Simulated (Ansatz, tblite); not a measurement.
Spin states of RbF₂⁻, each relaxed with r2SCAN-D4/def2-TZVPD in Ansatz. Electronic energies in the gas phase.

In the def2 sets Rb takes a core potential; there is no spin–orbit coupling. The xTB rows come from tblite. HSE06 is defined as in plane-wave codes, on full-range PBE exchange. Correlated methods freeze 2 core orbitals; core or outer-core shells of Rb are correlated, in sets that lack core-valence functions. The structure comes from a short search, and lower isomers may exist.

Singlet geometry (D∞h within 0.1 Å):

```xyz
3

Rb    0.001    0.001    0.000
F    -1.504    0.259    2.050
F     1.503   -0.260   -2.051
```

Triplet geometry (D∞h within 0.1 Å):

```tsv
atom	x (Å)	y (Å)	z (Å)
Rb1	0.000	-0.001	-0.001
F2	-2.281	0.955	0.469
F3	2.281	-0.955	-0.467
```

Quintet geometry (D∞h within 0.1 Å):

Cartesian coordinates in Å:
```
Rb -0.0037 -0.0036 -0.0008
F -2.6108 2.5988 0.3957
F 2.6145 -2.5952 -0.3949
```

⟨S²⟩: triplet 2.01 at PBE0-D4/def2-TZVPD (pure 2.00), quintet 6.00 at PBE0-D4/def2-TZVPD (pure 6.00).

Run but left out: GFN2-xTB (tight binding far off the other levels).

Only these spin states were relaxed. The quintet has other bonds than the singlet, so the gap mixes isomer and spin.

```csv
level,triplet − singlet (kcal/mol),quintet − singlet (kcal/mol),lowest of these,remarks
GFN1-xTB,68.0,251.8,singlet,–
HF/def2-TZVPD,80.2,147.1,singlet,–
HF/def2-TZVPPD,80.5,147.5,singlet,–
BLYP-D4/def2-TZVPD,86.4,248.5,singlet,"HOMO above zero (quintet), HOMO above zero (triplet)"
r2SCAN-D4/def2-TZVPD,89.1,237.2,singlet,"HOMO above zero (quintet), HOMO above zero (triplet)"
r2SCANh-D4/def2-TZVPD,94.1,232.4,singlet,"HOMO above zero (quintet), HOMO above zero (triplet)"
HSE06-D4/def2-TZVPD,96.4,229.3,singlet,"HOMO above zero (quintet), HOMO above zero (triplet)"
ωB97M-V/def2-TZVPD,121.2,249.0,singlet,"HOMO above zero (quintet), HOMO above zero (triplet)"
MP2/def2-TZVPD,129.9,252.1,singlet,–
MP2/def2-TZVPPD,130.1,253.1,singlet,–
CCSD/def2-TZVPPD,118.7,231.1,singlet,–
CCSD(T)/def2-TZVPPD,121.1,237.4,singlet,–
```

Change of the quintet − singlet gap on mixing in exact exchange, in kcal/mol: r2SCAN to r2SCANh (10 % exact exchange) -4.8.

The xTB methods have no spin-polarisation term.
